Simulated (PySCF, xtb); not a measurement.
Zn(Et) (C2H5Zn), SMILES C[CH2][Zn+], charge +1.

GFN2-xTB in xtb at its own geometry gives an orbital gap of 2.85 eV.

Coordinates come from a PBE0-D3(BJ)/def2-SVP optimisation. The spin state was assumed, not searched. The isomer is the one that the SMILES or the coordinates give; other isomers of the formula were not compared.

### Question
What does r2SCAN/def2-TZVPD in PySCF give? (Estimate from the structure and the level; the computed values follow.)

### Answer
gap 3.27 eV (levels -12.78 and -9.51 eV).
